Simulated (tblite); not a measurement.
Record of a relaxation.

Compound: C6H6N (doublet state).
Atom-mapped SMILES: `[N:1]=[CH:2][C:3]#[C:4][CH:5]1[CH2:6][CH2:7]1` (hydrogens: H8 on C2; H9 on C5; H10, H11 on C6; H12, H13 on C7)
Bond orders are those of one Lewis drawing.

Computed with GFN2-xTB (tblite), gas phase: L-BFGS steps from a force-field or distance-geometry start until the largest atomic force falls under 0.01 eV/Å. 9 of its 81 geometries are shown.

Step 0: E = -506.5549 eV, largest atomic force 3.268 eV/Å
```
atom  x, y, z in Å  |  force x, y, z in eV/Å
N1      2.755    2.562   -1.192    0.289  -3.039   0.074
C2      2.806    1.283   -1.135   -1.040   3.093   0.178
C3      1.620    0.534   -0.842   -0.784  -0.951   0.170
C4      0.598   -0.096   -0.603    0.110   0.037  -0.091
C5     -0.627   -0.865   -0.307    1.326  -0.601  -0.915
C6     -1.924   -0.139   -0.169   -0.663  -0.334   0.141
C7     -1.258   -0.701    1.055    0.600  -0.308   0.540
H8      3.754    0.762   -1.271   -0.137  -0.170  -0.018
H9     -0.645   -1.880   -0.779    0.198   0.934   0.399
H10    -2.849   -0.673   -0.461    0.725   0.486  -0.019
H11    -1.907    0.912   -0.423   -0.146  -0.013   0.377
H12    -1.685   -1.633    1.522    0.468   1.281  -0.478
H13    -0.642   -0.067    1.727   -0.947  -0.415  -0.359
```

Step 10: E = -506.9114 eV, largest atomic force 0.205 eV/Å
```
atom  x, y, z in Å  |  force x, y, z in eV/Å
N1      2.767    2.537   -1.190   -0.023  -0.111   0.032
C2      2.725    1.310   -1.110    0.046   0.058  -0.028
C3      1.611    0.474   -0.841   -0.191   0.044   0.014
C4      0.587   -0.129   -0.629    0.186   0.083  -0.025
C5     -0.586   -0.877   -0.333    0.002  -0.006   0.031
C6     -1.895   -0.146   -0.168   -0.081   0.004  -0.020
C7     -1.208   -0.699    1.034    0.014  -0.048   0.027
H8      3.652    0.727   -1.258   -0.003  -0.019  -0.010
H9     -0.596   -1.865   -0.785   -0.052   0.034   0.071
H10    -2.789   -0.654   -0.502    0.038   0.057  -0.059
H11    -1.912    0.924   -0.325    0.062  -0.069   0.031
H12    -1.639   -1.574    1.497    0.045  -0.022   0.042
H13    -0.723   -0.028    1.730   -0.042  -0.006  -0.105
```

Step 20: E = -506.9202 eV, largest atomic force 0.029 eV/Å
```
atom  x, y, z in Å  |  force x, y, z in eV/Å
N1      2.783    2.540   -1.180    0.016  -0.006   0.014
C2      2.722    1.315   -1.113   -0.010  -0.002  -0.010
C3      1.589    0.502   -0.849   -0.002   0.020   0.004
C4      0.590   -0.134   -0.624    0.015  -0.013  -0.017
C5     -0.583   -0.882   -0.327    0.010   0.014   0.002
C6     -1.894   -0.152   -0.170    0.008  -0.001   0.000
C7     -1.212   -0.707    1.035   -0.005  -0.005   0.004
H8      3.636    0.711   -1.266   -0.025  -0.004  -0.010
H9     -0.606   -1.872   -0.768    0.017   0.014   0.011
H10    -2.784   -0.639   -0.541    0.001  -0.007   0.015
H11    -1.889    0.919   -0.304    0.004   0.000  -0.015
H12    -1.616   -1.586    1.514   -0.028  -0.009  -0.001
H13    -0.740   -0.014    1.714   -0.002  -0.001   0.003
```

Step 30: E = -506.9221 eV, largest atomic force 0.021 eV/Å
```
atom  x, y, z in Å  |  force x, y, z in eV/Å
N1      2.818    2.547   -1.160    0.000  -0.003   0.013
C2      2.717    1.324   -1.118   -0.010  -0.010  -0.006
C3      1.571    0.530   -0.853    0.017  -0.008   0.009
C4      0.595   -0.138   -0.621   -0.017  -0.001   0.012
C5     -0.577   -0.887   -0.319    0.000   0.012   0.003
C6     -1.888   -0.155   -0.173    0.005  -0.003  -0.005
C7     -1.216   -0.708    1.038   -0.007   0.000   0.000
H8      3.609    0.695   -1.296   -0.004   0.004  -0.017
H9     -0.594   -1.880   -0.754    0.009   0.016   0.003
H10    -2.778   -0.642   -0.542    0.000  -0.006  -0.011
H11    -1.878    0.914   -0.316   -0.002   0.003  -0.004
H12    -1.633   -1.584    1.509    0.003  -0.009   0.007
H13    -0.750   -0.018    1.724    0.007   0.006  -0.004
```

Step 40: E = -506.9242 eV, largest atomic force 0.056 eV/Å
```
atom  x, y, z in Å  |  force x, y, z in eV/Å
N1      2.843    2.545   -1.101    0.017  -0.047   0.024
C2      2.722    1.323   -1.119   -0.005   0.004  -0.043
C3      1.578    0.535   -0.832    0.017   0.008   0.005
C4      0.597   -0.124   -0.595   -0.008  -0.007  -0.005
C5     -0.571   -0.882   -0.306    0.023  -0.005   0.020
C6     -1.891   -0.161   -0.177    0.031  -0.014  -0.045
C7     -1.228   -0.705    1.043   -0.024   0.021  -0.012
H8      3.581    0.684   -1.399   -0.003   0.046   0.007
H9     -0.566   -1.875   -0.741   -0.035   0.001   0.010
H10    -2.768   -0.656   -0.565   -0.007  -0.019   0.026
H11    -1.886    0.907   -0.333    0.000   0.001   0.032
H12    -1.644   -1.582    1.517    0.007   0.001  -0.019
H13    -0.771   -0.009    1.729   -0.013   0.010   0.001
```

Step 50: E = -506.9273 eV, largest atomic force 0.030 eV/Å
```
atom  x, y, z in Å  |  force x, y, z in eV/Å
N1      2.908    2.530   -0.992   -0.013  -0.020   0.019
C2      2.730    1.322   -1.131    0.010   0.008   0.001
C3      1.591    0.540   -0.810    0.003  -0.003  -0.030
C4      0.609   -0.116   -0.567   -0.012  -0.003  -0.009
C5     -0.557   -0.878   -0.282    0.002  -0.001   0.010
C6     -1.890   -0.173   -0.191    0.015  -0.003  -0.016
C7     -1.249   -0.696    1.048   -0.001   0.006   0.000
H8      3.534    0.701   -1.569   -0.016   0.005   0.009
H9     -0.544   -1.876   -0.706    0.003   0.006   0.007
H10    -2.752   -0.687   -0.590   -0.001   0.010  -0.003
H11    -1.898    0.894   -0.346   -0.010  -0.001  -0.010
H12    -1.662   -1.577    1.517    0.007   0.004   0.010
H13    -0.825    0.016    1.739    0.012  -0.007   0.011
```

Step 60: E = -506.9286 eV, largest atomic force 0.031 eV/Å
```
atom  x, y, z in Å  |  force x, y, z in eV/Å
N1      2.933    2.510   -0.908   -0.006  -0.020   0.005
C2      2.732    1.319   -1.136    0.008   0.030   0.004
C3      1.592    0.533   -0.832    0.001  -0.007   0.005
C4      0.610   -0.114   -0.564    0.000   0.001  -0.002
C5     -0.552   -0.877   -0.270   -0.002  -0.009   0.004
C6     -1.889   -0.179   -0.197   -0.001  -0.002  -0.010
C7     -1.256   -0.686    1.053    0.025  -0.011  -0.005
H8      3.510    0.723   -1.648   -0.013  -0.002   0.004
H9     -0.532   -1.881   -0.681   -0.004   0.003  -0.001
H10    -2.742   -0.701   -0.600   -0.022  -0.003   0.002
H11    -1.903    0.887   -0.363    0.006   0.007  -0.007
H12    -1.666   -1.567    1.523   -0.003   0.008   0.011
H13    -0.842    0.032    1.744    0.009   0.005  -0.010
```

Step 70: E = -506.9298 eV, largest atomic force 0.044 eV/Å
```
atom  x, y, z in Å  |  force x, y, z in eV/Å
N1      2.925    2.499   -0.845   -0.003  -0.032  -0.012
C2      2.727    1.319   -1.124    0.001   0.002   0.019
C3      1.590    0.518   -0.842   -0.021   0.012   0.012
C4      0.607   -0.130   -0.583   -0.002  -0.005  -0.014
C5     -0.557   -0.889   -0.281    0.009  -0.016   0.031
C6     -1.888   -0.183   -0.202   -0.013   0.013  -0.001
C7     -1.244   -0.673    1.048    0.041  -0.016   0.000
H8      3.500    0.744   -1.666   -0.002   0.014  -0.003
H9     -0.544   -1.897   -0.679    0.005   0.004  -0.005
H10    -2.753   -0.703   -0.581   -0.019  -0.020  -0.025
H11    -1.898    0.880   -0.384   -0.003   0.038  -0.014
H12    -1.654   -1.542    1.540    0.000   0.007   0.005
H13    -0.815    0.055    1.719    0.007  -0.001   0.007
```

Step 80: E = -506.9303 eV, largest atomic force 0.008 eV/Å
```
atom  x, y, z in Å  |  force x, y, z in eV/Å
N1      2.937    2.489   -0.807    0.000  -0.008  -0.001
C2      2.722    1.320   -1.117    0.001   0.006   0.000
C3      1.584    0.521   -0.838    0.000   0.000  -0.003
C4      0.605   -0.139   -0.590    0.004  -0.001   0.006
C5     -0.557   -0.896   -0.281    0.003  -0.001   0.003
C6     -1.887   -0.185   -0.206   -0.001   0.001  -0.001
C7     -1.239   -0.666    1.047    0.000  -0.002  -0.001
H8      3.479    0.757   -1.694   -0.002   0.002   0.001
H9     -0.547   -1.906   -0.674    0.003  -0.001  -0.001
H10    -2.752   -0.709   -0.581   -0.004   0.000   0.003
H11    -1.895    0.877   -0.399   -0.001   0.004   0.000
H12    -1.651   -1.528    1.550    0.001  -0.001   0.000
H13    -0.804    0.065    1.711   -0.003   0.001  -0.005
```

Question: Summarise the path.

Answer: The energy falls by 0.3754 eV from step 0 to step 80; nine tenths of that is first reached at step 7. It rises by more than 0.2 meV at step 46. The largest force goes from 3.268 to 0.008 eV/Å. Among the bonds C4–C5 changes most, from 1.476 to 1.421 Å; the atoms move by 0.210 Å rms after alignment.

Question: Follow the three bonds and two angles with the largest change from start to end.

Answer: 
| step | E above end (eV) | largest force (eV/Å) | C4–C5 (Å) | N1=C2 (Å) | C7–H12 (Å) | N1–C2–C3 (°) | C3–C2–H8 (°) |
| --- | --- | --- | --- | --- | --- | --- | --- |
| 0 | 0.3754 | 3.268 | 1.476 | 1.281 | 1.127 | 119.9 | 119.7 |
| 3 | 0.1085 | 1.085 | 1.448 | 1.242 | 1.086 | 123.9 | 117.1 |
| 7 | 0.0308 | 0.470 | 1.428 | 1.226 | 1.081 | 128.3 | 113.6 |
| 10 | 0.0189 | 0.205 | 1.422 | 1.230 | 1.079 | 128.8 | 111.9 |
| 14 | 0.0122 | 0.103 | 1.423 | 1.228 | 1.079 | 127.3 | 112.1 |
| 17 | 0.0109 | 0.061 | 1.421 | 1.229 | 1.080 | 127.8 | 112.1 |
| 21 | 0.0100 | 0.035 | 1.423 | 1.228 | 1.079 | 128.4 | 111.9 |
| 24 | 0.0094 | 0.043 | 1.423 | 1.228 | 1.080 | 129.0 | 111.7 |
| 28 | 0.0085 | 0.053 | 1.422 | 1.229 | 1.080 | 129.1 | 111.3 |
| 31 | 0.0082 | 0.037 | 1.423 | 1.228 | 1.079 | 129.1 | 111.3 |
| 35 | 0.0076 | 0.034 | 1.421 | 1.228 | 1.079 | 129.3 | 111.1 |
| 38 | 0.0069 | 0.062 | 1.421 | 1.229 | 1.080 | 129.1 | 111.0 |
| 42 | 0.0051 | 0.058 | 1.422 | 1.228 | 1.080 | 129.1 | 110.9 |
| 45 | 0.0041 | 0.086 | 1.421 | 1.227 | 1.079 | 129.2 | 111.1 |
| 49 | 0.0031 | 0.035 | 1.422 | 1.229 | 1.079 | 129.3 | 111.2 |
| 52 | 0.0026 | 0.035 | 1.422 | 1.229 | 1.080 | 129.3 | 111.1 |
| 56 | 0.0021 | 0.038 | 1.421 | 1.229 | 1.080 | 129.1 | 111.1 |
| 59 | 0.0019 | 0.018 | 1.422 | 1.229 | 1.079 | 129.0 | 111.4 |
| 63 | 0.0015 | 0.023 | 1.422 | 1.229 | 1.080 | 128.8 | 111.7 |
| 66 | 0.0011 | 0.025 | 1.422 | 1.229 | 1.080 | 128.8 | 111.4 |
| 70 | 0.0005 | 0.044 | 1.422 | 1.229 | 1.079 | 128.8 | 111.4 |
| 73 | 0.0002 | 0.062 | 1.421 | 1.228 | 1.079 | 128.8 | 111.5 |
| 77 | 0.0000 | 0.039 | 1.421 | 1.229 | 1.079 | 128.8 | 111.5 |
| 80 | 0.0000 | 0.008 | 1.421 | 1.229 | 1.079 | 128.8 | 111.5 |

The cost below is that of the whole relaxation. Hardware: one thread, Arm Neoverse V1 (aarch64), no GPU, shared host with 32 logical CPUs at a one-minute load of 25. Cost: 0.37 s.
